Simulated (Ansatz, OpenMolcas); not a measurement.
GaNH2F2 (SMILES [NH2][Ga]([F])[F]): methods side by side

GaNH2F2 has 6 atoms, charge 0, and is taken as a singlet. SMILES: `[NH2][Ga]([F])[F]`. The shape is that of a PBE0-D4/def2-TZVP optimisation.

```xyz
6

N    -0.2975    0.9637   -0.1727
Ga    0.2842   -0.7153    0.0420
F     1.6850   -1.1016    0.9977
F    -0.4553   -2.0677   -0.7634
H     0.0251    1.7048    0.4257
H    -1.1995    1.1521   -0.5754
```

Quantity: the energy change with the Ga2–F4 bond stretched from 1.739 to 3.826 Å, in eV. The values are calculated.

```json
{"level": "PBE/cc-pVDZ (restricted)", "kind": "GGA", "program": "Ansatz", "value (eV)": "5.13"}
{"level": "r2SCAN/cc-pVDZ (restricted)", "kind": "meta-GGA", "program": "Ansatz", "value (eV)": "5.61"}
{"level": "B3LYP/cc-pVDZ (restricted)", "kind": "global hybrid", "program": "Ansatz", "value (eV)": "5.66"}
{"level": "HSE06/cc-pVDZ (restricted)", "kind": "range-separated hybrid", "program": "Ansatz", "value (eV)": "5.89"}
{"level": "B2PLYP/cc-pVDZ (restricted)", "kind": "double hybrid", "program": "OpenMolcas", "value (eV)": "5.55"}
{"level": "RPA@PBE0/cc-pVDZ (restricted)", "kind": "RPA", "program": "Ansatz", "value (eV)": "5.45"}
{"level": "MP2/cc-pVDZ (restricted)", "kind": "perturbation theory", "program": "OpenMolcas", "value (eV)": "6.37"}
{"level": "CCSD(T)/cc-pVDZ (restricted)", "kind": "coupled cluster or CI", "program": "Ansatz", "value (eV)": "3.76"}
```

All-electron rows without a relativistic Hamiltonian named are non-relativistic. The first shape isn't each level's own minimum. The values span 3.76 to 6.37 eV. The coupled-cluster rows rest on a doubtful reference here (large T1 or Brueckner and Hartree–Fock orbitals at odds), and rows may lie in different states. In the correlated wave-function rows the outer d shell of Ga is correlated, in sets not made for it.
